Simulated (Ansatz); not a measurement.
B2H4F2⁺, that is diborane 1,2-di F with one electron fewer. The state is a doublet with charge 1. Geometry B3LYP-D4/def2-TZVP, that of the neutral singlet; atoms count from 1.

```tsv
atom	x (Å)	y (Å)	z (Å)
B1	0.718	-0.535	-0.089
F2	0.590	-1.666	-0.800
H3	1.749	-0.230	0.419
H4	-0.212	-0.430	0.862
B5	-0.702	0.553	0.105
F6	-1.870	0.219	-0.464
H7	-0.578	1.553	0.736
H8	0.306	0.536	-0.769
```

(1) Estimate the Mulliken populations from the PBE0/def2-TZVP orbitals of Ansatz.

(2) Where does the spin sit?

(3) And the Mayer bond orders between heavy atoms (over 0.3)?

Answers

(1) 
```csv
atom,charge (e),spin (α − β)
B1,0.09,0.09
F2,-0.05,0.20
H3,0.22,0.18
H4,0.24,0.03
B5,0.09,0.09
F6,-0.05,0.20
H7,0.22,0.18
H8,0.24,0.03
```
Mulliken values depend strongly on the basis.

(2) Summed by element: B 0.19, F 0.40, H 0.41, of 1 unpaired in all. Largest on single atoms: F2 0.20, F6 0.20, H3 0.18.

(3) B1–F2 1.28 (1.34 Å); B1–B5 0.62 (1.80 Å); B5–F6 1.28 (1.34 Å).
